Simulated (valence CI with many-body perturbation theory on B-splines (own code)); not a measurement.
**Energy levels of Rh XV**

Level of theory: configuration interaction combined with many-body perturbation theory (CI+MBPT): three valence electrons over a frozen Dirac-Fock core [Ar] 3d10, a basis of 9 s, 9 p, 8 d, 6 f, 3 g, 1 h functions for each j, with the one-electron correlation potential Σ1 (screened to all orders), the two-electron term Σ2, the three-electron term Σ3, Breit, model QED; selected single and double excitations, second order for the rest, scaled by the run's own slope (own B-spline code, finite nucleus).

No measured levels were compared; by estimate levels hold to about 250 cm⁻¹ or 0.2 % of their energy and the worst to 1 %, as in measured heavy ions of charge 2 to 7; those with d or f electrons hold less well.

Levels 1 to 32 of 32, with energies above the lowest level, 4s²4p ²P°_1/2. "Leading %" is the weight of the configuration and term that name the level; weights of strongly mixed levels are sums over their largest components and can fall short, so below about 35 % the name and the second component can differ from the true leading terms, or belong to a minority configuration. In the jj column 3d3/2^4 stands for four electrons in 3d with j = 3/2. Lifetimes count E1, E2, E3, M1 and M2 decay at the calculated energies, and are blank where another channel may lead or the interval is too uncertain; long ones can be off by a factor of two.

```csv
No.,Configuration,Term,J,E (eV),Leading %,Leading jj,Lifetime,g
1,4s²4p,²P°,1/2,0.00,98,4s^2 4p1/2 (98 %),,0.665
2,4s²4p,²P°,3/2,5.65,98,4s^2 4p3/2 (98 %),1.17 ms,1.333
3,4s4p²,⁴P,1/2,30.43,92,4s 4p1/2^2 (70 %),1.78 ns,2.604
4,4s4p²,⁴P,3/2,33.41,98,4s 4p1/2 4p3/2 (95 %),11.9 ns,1.721
5,4s4p²,⁴P,5/2,35.65,83,4s 4p1/2 4p3/2 (72 %),1.90 ns,1.535
6,4s4p²,²D,3/2,41.00,88,4s 4p1/2 4p3/2 (78 %),104 ps,0.838
7,4s4p²,²D,5/2,42.76,78,4s 4p3/2^2 (70 %),224 ps,1.265
8,4s4p²,²P,1/2,45.40,59,4s 4p1/2 4p3/2 (58 %),23.1 ps,1.243
9,4s4p²,²S,1/2,51.00,58,4s 4p3/2^2 (80 %),26.3 ps,1.489
10,4s4p²,²P,3/2,51.93,92,4s 4p3/2^2 (75 %),16.0 ps,1.307
11,4s²4d,²D,3/2,65.51,92,4s^2 4d3/2 (92 %),9.19 ps,0.800
12,4s²4d,²D,5/2,66.42,93,4s^2 4d5/2 (93 %),10.9 ps,1.200
13,4p³,⁴S°,3/2,75.60,38,4p1/2^2 4p3/2 (87 %),31.8 ps,1.406
14,4p³,⁴S°,3/2,78.91,50,4p1/2 4p3/2^2 (91 %),28.0 ps,1.404
15,4p³,²D°,5/2,79.36,84,4p1/2 4p3/2^2 (84 %),69.5 ps,1.199
16,4p³,²P°,1/2,84.53,90,4p1/2 4p3/2^2 (90 %),31.1 ps,0.665
17,4p³,²P°,3/2,87.68,62,4p3/2^3 (81 %),31.2 ps,1.312
18,4s4p4d,⁴F°,3/2,89.65,93,4s 4p1/2 4d3/2 (88 %),263 ps,0.434
19,4s4p4d,⁴F°,5/2,90.77,92,4s 4p1/2 4d3/2 (51 %),203 ps,1.041
20,4s4p4d,⁴F°,7/2,92.61,91,4s 4p1/2 4d5/2 (59 %),152 ps,1.247
21,4s4p4d,⁴P°,5/2,94.87,59,4s 4p1/2 4d5/2 (88 %),13.7 ps,1.473
22,4s4p4d,⁴D°,3/2,95.53,53,4s 4p1/2 4d3/2 (49 %),10.1 ps,1.381
23,4s4p4d,⁴F°,9/2,95.62,100,4s 4p3/2 4d5/2 (100 %),,1.333
24,4s4p4d,⁴D°,1/2,95.90,83,4s 4p1/2 4d3/2 (75 %),8.24 ps,0.350
25,4s4p4d,²D°,5/2,98.81,36,4s 4p3/2 4d3/2 (40 %),12.6 ps,1.162
26,4s4p4d,²D°,3/2,98.94,58,4s 4p3/2 4d3/2 (58 %),11.4 ps,0.938
27,4s4p4d,⁴P°,1/2,99.15,87,4s 4p3/2 4d3/2 (96 %),12.3 ps,2.332
28,4s4p4d,⁴D°,7/2,99.40,90,4s 4p3/2 4d5/2 (60 %),9.05 ps,1.408
29,4s4p4d,⁴P°,3/2,99.53,54,4s 4p3/2 4d3/2 (56 %),12.1 ps,1.409
30,4s4p4d,⁴D°,5/2,99.72,43,4s 4p3/2 4d3/2 (38 %),11.9 ps,1.317
31,4s4p4d,²F°,5/2,101.55,50,4s 4p3/2 4d5/2 (58 %),19.2 ps,1.064
32,4s4p4d,²F°,7/2,105.15,98,4s 4p3/2 4d5/2 (70 %),26.5 ps,1.143
```

Names give the largest LS component (configuration and term), which can be under half, so a name can repeat, a term be missing and a line seem to break the LS rules; names also repeat where a configuration has a term twice.

The ionisation energy to 4s² ¹S0 of the next ion comes out as 332.38 eV (NIST: 331.58 ± 0.14 eV (semi-empirical)). All 32 levels together are meant to be complete up to 105.61 eV.
